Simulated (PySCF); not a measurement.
ethylene glycol (C2H6O2), SMILES C(CO)O. Atoms are numbered in the order given.

```xyz
10

O      1.3353    -0.5231    -0.0194
C      0.6145     0.6581    -0.2879
C     -0.8342     0.2474    -0.4290
O     -1.2816    -0.3992     0.7251
H      2.2080    -0.2917     0.3097
H      0.7028     1.3804     0.5463
H      0.9638     1.1578    -1.2131
H     -1.4615     1.1381    -0.5934
H     -0.9329    -0.3957    -1.3284
H     -0.5920    -1.0431     0.9347
```
Charge 0, spin multiplicity 1.

Geometry optimised at PBE0-D3(BJ)/def2-SVP. One conformer was computed; it need not be the lowest.

Calculation: PBE/def2-TZVP in PySCF.

Isolated molecule, no solvent.

* **total energy**: -230.08096 hartree
* **highest occupied level**: -6.03 eV
* **lowest empty level**: -0.10 eV
* **orbital gap**: 5.93 eV
* **dipole moment**: 2.48 D
* **quadrupole, principal values (traceless, Buckingham form, about the centre of nuclear charge)**: -5.67, 0.61, 5.07 D·Å
* **mean static polarisability**: 36.2 bohr³ (5.36 Å³)
* **polarisability, principal values**: 33.0, 37.0, 38.5 bohr³
